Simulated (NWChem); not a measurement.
# HSeOF; SMILES F[Se]O

```xyz
4

Se     0.4010     0.0123     0.0053
F     -0.6847    -1.4167     0.0104
O     -0.7991     1.3517     0.0721
H     -1.0802     1.5206    -0.8518
```
Atoms are numbered in this order, from 1.

Results from NWChem. All runs use the structure optimised with PBE-D3(BJ)/def2-SVP.

Question: Estimate the computed values for Hartree-Fock/def2-TZVP. Quantities: highest occupied level (eV); orbital gap (eV); dipole (D).

Answer: 
```
Item                         Result
---------------------------  ------
highest occupied level (eV)  -10.13
orbital gap (eV)              12.03
dipole (D)                     2.58
```
